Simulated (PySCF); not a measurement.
```xyz
4
charge 0 multiplicity 2, angstrom
Ni    0.0000    0.0000   -0.0287
H     0.0000    0.0000    1.3871
H     1.5237    0.0000    0.1296
H    -1.5237    0.0000    0.1296
```

Level of theory: UPBE0 in PySCF with Ni def2-TZVP, H def2-TZVP; no relativity; density-fitted integrals.

This geometry of NiH3 is a stationary point at this level.

(1) What is the point group?

(2) Is it a minimum?

(3) List the harmonic modes with their infrared intensities.

(4) Give the atomic charges and bond orders.

## Answers

(1) C2v.

(2) No: it has 1 imaginary mode, at 538i cm⁻¹ (b2).

(3) 
```json
{"symmetry": "b2", "ω (cm⁻¹)": "538i", "IR (km/mol)": "–", "type": "bend"}
{"symmetry": "a1", "ω (cm⁻¹)": "752", "IR (km/mol)": "35.9", "type": "bend"}
{"symmetry": "b1", "ω (cm⁻¹)": "840", "IR (km/mol)": "59.3", "type": "bend"}
{"symmetry": "b2", "ω (cm⁻¹)": "1775", "IR (km/mol)": "660", "type": "stretch"}
{"symmetry": "a1", "ω (cm⁻¹)": "1908", "IR (km/mol)": "0.0", "type": "stretch"}
{"symmetry": "a1", "ω (cm⁻¹)": "2136", "IR (km/mol)": "0.5", "type": "stretch"}
```

(4) 
```csv
atom,Mulliken,Löwdin,polar tensor,spin (Mulliken),Mayer order to Ni1
Ni1,0.13,0.24,0.51,1.13,–
H2,0.10,0.08,0.12,-0.08,0.91
"H3,4",-0.11,-0.16,-0.32,-0.03,0.76
```

This need not be the most stable arrangement of these atoms. Other spin states or occupations of the open shell can lie lower. At this level a doublet minimum of C2v symmetry lies 118 kJ/mol below this structure.
